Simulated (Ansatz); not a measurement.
Basis-set series for `[CH2]B(C)S` radical. Total charge 0; spin multiplicity 2. Geometry: relaxed with PBE0-D4/def2-TZVP. It is one conformer, not always the lowest.

```json
{"functional": "PBE0-D4", "basis": "def2-SVP", "functions": "90", "energy (Eh)": "-502.38708", "HOMO (eV)": "-6.83", "LUMO (eV)": "-2.81"}
{"functional": "PBE0-D4", "basis": "def2-TZVPP", "functions": "219", "energy (Eh)": "-502.63675", "HOMO (eV)": "-6.94", "LUMO (eV)": "-2.98"}
{"functional": "ωB97M-V", "basis": "def2-SVP", "functions": "90", "energy (Eh)": "-502.56170", "HOMO (eV)": "-8.83", "LUMO (eV)": "-0.83"}
{"functional": "ωB97M-V", "basis": "def2-TZVPP", "functions": "219", "energy (Eh)": "-502.81807", "HOMO (eV)": "-8.95", "LUMO (eV)": "-1.11"}
```

Q: Give the rows for def2-QZVPP. (Estimate.)

A: Computed: 
| functional | basis | functions | energy (Eh) | HOMO (eV) | LUMO (eV) |
| --- | --- | --- | --- | --- | --- |
| PBE0-D4 | def2-QZVPP | 421 | -502.65490 | -6.96 | -3.02 |
| ωB97M-V | def2-QZVPP | 421 | -502.83535 | -8.97 | -1.16 |

HOMO and LUMO are taken over both spins.
